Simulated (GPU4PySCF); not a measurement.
3-hexylthiophene (C10H16S), SMILES CCCCCCc1ccsc1. Atoms are numbered in the order given.

```xyz
27

C      4.2994     0.5762    -0.1095
C      3.2726    -0.5401    -0.1843
C      1.8605    -0.0709     0.1252
C      0.8296    -1.1856     0.0448
C     -0.5800    -0.7721     0.4431
C     -1.2079     0.2645    -0.4867
C     -2.6226     0.5853    -0.1227
C     -3.7140    -0.3128    -0.2926
C     -4.8999     0.1973     0.1417
S     -4.7088     1.7734     0.7645
C     -3.0323     1.7590     0.4442
H      4.0669     1.3731    -0.8214
H      5.3054     0.2143    -0.3334
H      4.3216     1.0236     0.8882
H      3.5462    -1.3407     0.5124
H      3.2901    -0.9908    -1.1834
H      1.8374     0.3706     1.1299
H      1.5970     0.7372    -0.5665
H      1.1513    -2.0092     0.6921
H      0.8146    -1.5910    -0.9749
H     -1.2231    -1.6577     0.4673
H     -0.5749    -0.3744     1.4643
H     -1.1725    -0.1140    -1.5154
H     -0.6180     1.1841    -0.4746
H     -3.6163    -1.2995    -0.7281
H     -5.8734    -0.2682     0.1228
H     -2.4247     2.6180     0.6876
```

Coordinates come from a PBE0-D3(BJ)/def2-TZVP optimisation. Other conformers were not sampled.

Two levels are set side by side: PBE-D3(BJ)/def2-TZVP (GPU4PySCF) and PBE0-D3(BJ)/def2-TZVP (GPU4PySCF). Each level has its own optimised geometry; the coordinates shown are those of the second. Frequencies come from the Hessian of GPU4PySCF at each geometry. Differences are taken from unrounded values.

| quantity | PBE0-D3(BJ) | PBE-D3(BJ) | PBE-D3(BJ) minus PBE0-D3(BJ) |
|---|---|---|---|
| mean bond length (Å) | 1.265 | 1.273 | 0.009 |
| bond C1–C2 (Å) | 1.519 | 1.528 | 0.009 |
| bond C2–C3 (Å) | 1.520 | 1.529 | 0.009 |
| bond C3–C4 (Å) | 1.521 | 1.530 | 0.009 |
| bond C4–C5 (Å) | 1.522 | 1.531 | 0.010 |
| bond C5–C6 (Å) | 1.528 | 1.538 | 0.011 |
| bond C6–C7 (Å) | 1.496 | 1.503 | 0.007 |
| bond C7–C8 (Å) | 1.424 | 1.430 | 0.006 |
| bond C7–C11 (Å) | 1.366 | 1.378 | 0.012 |
| bond C8–C9 (Å) | 1.362 | 1.373 | 0.011 |
| bond C9–S10 (Å) | 1.705 | 1.720 | 0.015 |
| bond S10–C11 (Å) | 1.707 | 1.721 | 0.014 |
| bond C1–H12 (Å) | 1.094 | 1.101 | 0.007 |
| bond C1–H13 (Å) | 1.092 | 1.099 | 0.007 |
| bond C1–H14 (Å) | 1.094 | 1.101 | 0.007 |
| bond C2–H15 (Å) | 1.096 | 1.104 | 0.008 |
| bond C2–H16 (Å) | 1.096 | 1.104 | 0.007 |
| highest harmonic wavenumber (cm⁻¹) | 3266 | 3181 | -85 |
| mean harmonic wavenumber (cm⁻¹) | 1390 | 1347 | -44 |
| zero-point energy (kcal/mol) | 149.08 | 144.39 | -4.69 |

Exact exchange shortens and stiffens bonds; PBE has none. Differences between two approximate levels are no errors against the true value.
